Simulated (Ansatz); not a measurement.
Species: sum formula SiBr₂Cl, net charge 0, doublet state. It need not be the lowest isomer of its formula. SMILES: Cl[Si](Br)Br
Structure (B3LYP-D3(BJ)/def2-TZVP (Ansatz, a program for electronic structure) minimum search):
```
Si
Cl 1 2.0607
Br 1 2.2341 2 109.41
Br 1 2.2341 2 109.41 3 120.93
```
Charge 0, spin multiplicity 2.

Wanted: vertical electron affinity (to the singlet state of charge -1; a negative value means that the extra electron is unbound and the number depends on the basis; each state is the SCF solution reached for its spin), in eV. Correlated levels leave the core frozen unless marked. Open shells are spin-unrestricted. Spin-orbit coupling is left out. Frozen are the shells of the preceding noble gas and the d and f shells that filled before the atom's block. No relativistic terms. Anions need diffuse functions: def2-D sets add few. CBS(X,Y): correlation extrapolated as X^-3; Hartree-Fock from the larger set. [CCSD(T)-MP2]/basis is that difference in the basis named.

| level | program | vertical electron affinity (eV) |
|---|---|---|
| SVWN5/def2-TZVPD | Ansatz | (withheld) |
| PBE/def2-TZVPD | Ansatz | (withheld) |
| r2SCAN/def2-TZVPD | Ansatz | 1.97 |
| B3LYP/def2-TZVPD | Ansatz | (withheld) |
| BHLYP/def2-TZVPD | Ansatz | 2.07 |
| wB97M-V/def2-TZVPD | Ansatz | 2.26 |
| wB97X-V/def2-TZVPD | Ansatz | (withheld) |
| wB97X/def2-TZVPD | Ansatz | 2.13 |
| SCS-MP2/def2-SVPD | Ansatz | 1.97 |
| SCS-MP2/def2-TZVPPD | Ansatz | 2.07 |
| CCSD/def2-SVPD | Ansatz | 1.99 |
| CCSD/def2-TZVPPD | Ansatz | 2.05 |
| RI-MP2/CBS(def2-TZVPPD,def2-QZVPPD)+[CCSD(T)-MP2]/def2-TZVPPD | Ansatz | 2.26 |

**Question.** What belongs in the gaps?

**Answer.** 
- SVWN5/def2-TZVPD, vertical electron affinity (eV): 2.34
- PBE/def2-TZVPD, vertical electron affinity (eV): 2.10
- B3LYP/def2-TZVPD, vertical electron affinity (eV): 2.21
- wB97X-V/def2-TZVPD, vertical electron affinity (eV): 2.15
